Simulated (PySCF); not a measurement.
## Ionisation energy of Cr by level of theory

Cr [Ar] 3d5 4s1 (7S) → Cr⁺ [Ar] 3d5 (6S), as a difference of total energies. Calculation: PySCF 2.14, in 6-31G* (5s4p2d1f, 34 functions); no relativity, point nucleus. Correlated levels: valence: [Ar] frozen. The calculations carry no spin-orbit coupling.

```json
{"method": "UHF", "ionisation energy (eV)": "5.459"}
{"method": "M06-L", "ionisation energy (eV)": "5.220"}
{"method": "B3LYP", "ionisation energy (eV)": "6.204"}
{"method": "MP2 (valence)", "ionisation energy (eV)": "5.644"}
{"method": "SCS-MP2 (valence)", "ionisation energy (eV)": "5.521"}
```

Problem. How much does correlation contribute at MP2 (valence)?

Solution. 5.644 − (5.459) = 0.185 eV, measured against UHF.

These non-relativistic numbers lack the scalar-relativistic shift.

Errors of the correlated levels include the incompleteness of this basis and the frozen core.

For comparison: 6.767 eV (measured; NIST Atomic Spectra Database, ionization energies).
